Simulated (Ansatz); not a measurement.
Series CXY, Y = chloro, computed as singlets and as triplets. All species are isolated molecules in the gas phase. One relaxed conformer stands for each flexible species; it need not be the lowest. Strings in code marks are SMILES.

Quantity: adiabatic spin-state energy, in kcal/mol. HF references are unrestricted for open shells and restricted for singlets. The restricted reference of `B[C]Cl` is unstable towards unrestricted orbitals.

Case: `B[C]Cl`: multiplicity 3 minus multiplicity 1. The other species in the difference include `B[C]Cl` (neutral, multiplicity 1). Geometry of `B[C]Cl` (neutral, multiplicity 3, Å):

```xyz
5

B     -0.6428    -0.0599    -0.0021
C      0.8033    -0.4576     0.0266
Cl     2.2473     0.3236     0.0021
H     -1.4804    -0.9086     0.0301
H     -0.9275     1.1025    -0.0567
```

### Question
What adiabatic spin-state energy does frozen-core CCSD(T)/cc-pVTZ // PBE0-D3(BJ)/def2-TZVP (Ansatz, a quantum-chemistry and plane-wave program) give?

### Answer
8.45 kcal/mol.
